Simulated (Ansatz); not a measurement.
Ansatz (an electronic-structure program) input file for Si(F)2(H)(NCO) (CHF2NOSi), SMILES O=C=N[SiH](F)F, PBE/def2-SVPD. The structure is a stationary point at B3LYP-D3(BJ)/def2-SVP. The values are those of a single conformer.

Ansatz 0.2 input:
```yaml
crystal:
  periodic: [false, false, false]
  atoms:
    - {symbol: Si, position_ang: [-0.92504980, -0.36344535, -0.00000000]}
    - {symbol: F, position_ang: [-1.53141060, 0.37343300, 1.29465520]}
    - {symbol: F, position_ang: [-1.53141060, 0.37343300, -1.29465520]}
    - {symbol: N, position_ang: [0.75934881, -0.17257203, 0.00000000]}
    - {symbol: C, position_ang: [1.94848995, 0.00426683, 0.00000000]}
    - {symbol: O, position_ang: [3.10371828, 0.16555001, -0.00000000]}
    - {symbol: H, position_ang: [-1.32003965, -1.77555602, -0.00000000]}
basis:
  gaussian:
    orbitals: def2-SVPD
hamiltonian:
  xc: {name: PBE}
```

Program output:

```
WARN ansatz: RAYON_NUM_THREADS=1 ignored (pool sized by the plan → 1); use --threads N
Functional definition: PBE
integrals: 0.07 GiB planned
1191 factors; their error is unknown
mean field: 0.47 GiB planned
mean field evaluation 1: about -17873.6073 eV, gradient 7.3e1 eV
mean field evaluation 2: about -17850.3729 eV, gradient 1.4e2 eV
mean field evaluation 4: about -17882.1115 eV, gradient 1.6e1 eV
mean field evaluation 8: about -17882.6115 eV, gradient 2.1e-1 eV
mean field evaluation 16: about -17882.5638 eV, gradient 1.6e-4 eV
mean field -17882.56382031 eV, -657.1720991593 hartree, gradient 2.3e-5 eV, S^2 0.000000; 0 other end points of the search recorded, 0 dependent functions left out
reference -17882.56387576 eV, -657.1721011972 hartree; 27, 27 occupied and 114, 114 virtual orbitals, 1191 factors
Total energy: -17882.56387576 eV, -657.1721011972 hartree
```

Self-consistency was reached.
